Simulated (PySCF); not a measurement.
Electron correlation in N²⁺ (nitrogen, charge +2)

[He] 2s2 2p1, 2P determinant. All numbers are calculated (PySCF 2.14, the spin-free X2C one-electron Hamiltonian (Gaussian nucleus), in ANO-RCC-VTZP (4s3p2d1f, 30 functions)). Frozen: nothing; 5 electrons correlated.

```tsv
level	correlation energy (mhartree)
CCSD	-88.84
(T)	-1.21
CCSD(T)	-90.05
CCSDT	-90.31
```

Diagnostics: T1 = 0.0054, D1 = 0.0134, largest double amplitude 0.135.

Cost of the coupled-cluster step: roughly 0.2 core-seconds, for 5 correlated electrons.
